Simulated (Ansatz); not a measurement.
Relaxation of C$_{2}$H$_{5}$NSi (9 atoms, charge 0, multiplicity 1), to a largest force component of 0.02 eV/Å in at most 50 steps.

Computed with RKS PBE0-D4/def2-mTZVP (Ansatz 0.2.0).

```xyz
9
Properties=species:S:1:pos:R:3:forces:R:3
Si -0.427 0.825 -0.681 -1.69 1.73 -0.93
C 0.376 -0.670 -0.125 -0.16 -1.27 2.96
C 0.424 -0.896 1.253 1.08 -0.71 -3.63
N 1.646 -0.527 0.838 0.34 1.50 0.62
H -1.835 0.514 -1.194 0.59 -0.03 0.22
H -0.653 1.861 0.413 0.25 -0.21 -0.28
H 0.270 1.523 -1.813 0.05 -0.21 0.22
H 2.645 -0.537 0.546 -1.46 -1.15 0.98
H -0.207 -1.197 2.111 1.01 0.34 -0.15
```

Where does it end, and by what steps?

The run converged. After 12 steps the energy has fallen by 1.931 eV; H9 moved furthest, 0.97 Å.

```csv
step,energy less start (eV),largest force component (eV/Å),accepted
0,0.0000,3.633,yes
1,-0.5439,2.047,yes
2,-1.1502,2.419,yes
3,-1.5176,2.080,yes
4,-1.7625,0.539,yes
5,-1.8796,0.871,yes
6,-1.9005,0.299,yes
7,-1.9221,0.205,yes
8,-1.9236,0.456,yes
9,-1.9182,0.446,no
10,-1.9301,0.057,yes
11,-1.9305,0.027,yes
12,-1.9306,0.017,yes
```

```xyz
9
Properties=species:S:1:pos:R:3
Si -0.519 1.026 -0.730
C 0.313 -0.170 0.385
C 0.492 -1.139 1.203
N 1.631 -0.227 1.221
H -1.899 0.552 -1.009
H -0.552 2.361 -0.081
H 0.246 1.123 -2.000
H 2.361 -0.620 0.616
H 0.165 -2.011 1.744
```

The run took 24 s on 2 threads of Intel(R) Xeon(R) CPU @ 2.60GHz (Ice Lake), on a shared host, peak memory 0.19 GiB.
